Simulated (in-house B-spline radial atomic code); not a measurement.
A radial electron density 4πr²n(r) was computed for an atom or ion in its tabulated ground configuration with a B-spline radial code for spherical atoms; method: Dirac-Kohn-Sham RPBE, spherical fractional occupations. Columns: r (bohr), 4πr²n(r) (electrons per bohr), bar.

```
 0.00106    1.748 #
 0.00129    2.463 #
 0.00156    3.416 ##
  0.0019    4.766 ###
 0.00231    6.582 ####
  0.0028    8.966 #####
  0.0034    12.12 ######
 0.00413    16.18 #########
 0.00502     21.3 ###########
  0.0061    27.48 ###############
 0.00741    34.65 ###################
 0.00901    42.54 #######################
  0.0109    50.32 ###########################
  0.0133    57.63 ###############################
  0.0161     62.8 ##################################
  0.0196    65.22 ###################################
  0.0238    64.34 ##################################
   0.029    60.93 #################################
  0.0352    57.33 ###############################
  0.0427    56.54 ##############################
  0.0519    60.95 #################################
  0.0631    70.04 #####################################
  0.0766    79.22 ##########################################
  0.0931    82.22 ############################################
   0.113    75.81 #########################################
   0.137    64.33 ##################################
   0.167    57.13 ###############################
   0.203    60.23 ################################
   0.246    66.98 ####################################
   0.299    64.76 ###################################
   0.364    48.87 ##########################
   0.442    30.02 ################
   0.537    20.67 ###########
   0.652    21.62 ############
   0.792     23.7 #############
   0.962    20.48 ###########
    1.17    13.45 #######
    1.42    6.906 ####
    1.73    2.739 #
     2.1   0.8657 
    2.55   0.2052 
    3.09  0.03336 
    3.76 0.003074
```

Q: Which atom or ion is it?
A. In4+
B. I5+
C. Sn4+
D. Sn3+

A: C. The area under the curve, ∫4πr²n dr = ∫r·4πr²n d(ln r) on this logarithmic grid, is 46 electrons, which only this option has. The configuration is [Kr] 4d10.
